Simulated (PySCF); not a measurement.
# A search over the determinants of SrCl⁺

Unrestricted PBE0; PySCF, scalar-relativistic core potentials, basis sets Sr def2-SVP with ECP28, Cl def2-SVP. Outer shells of the fragments: Sr+ 5s1; Cl 3s2 3p5.

Followed along the bond (rough minima from three points):

```tsv
2Ms+1	unpaired	⟨S²⟩ at the start	R at minimum (Å)	Te (eV)
1	none	0.00	2.50	0.00
3	σ ↑, π ↑	2.00	none in the scan	≤ 4.03
```

Solutions found at the starting distance of 2.780 Å, counted from the lowest of them; the search is not exhaustive and high or unbound solutions are not listed, so other states can lie among these:

| 2Ms+1 | unpaired | term | E (eV) | ⟨S²⟩ | ⟨Lz²⟩ | μ (D) |
| --- | --- | --- | --- | --- | --- | --- |
| 1 | none | ¹Σ⁺ | 0.00 | 0.00 | 0.00 | -11.02 |
| 3 | σ ↑, π ↑ | ³Π | 3.83 | 2.00 | 1.01 | -1.42 |
| 1 | σ ↑, π ↓ | mixed | 3.84 | 1.00 | 1.01 | -1.38 |
| 3 | σ ↑↑ | ³Σ⁺ | 4.37 | 2.00 | 0.00 | -1.61 |
| 3 | π ↑, δ ↑ | mixed | 5.27 | 2.00 | 5.00 | -2.25 |
| 3 | π ↑↑ | mixed | 5.28 | 2.00 | 2.01 | -2.09 |
| 3 | π ↑↑ | mixed | 5.38 | 2.00 | 2.00 | -1.58 |

A term symbol is given only where ⟨S²⟩ and ⟨Lz²⟩ are close to those of a pure state; real π, δ and φ orbitals otherwise mix terms. A positive dipole points towards Cl; it is taken about the centre of mass and depends on that origin.

Counting both spins, an empty level lies below a filled one in some of these solutions, because spin and occupation are held.
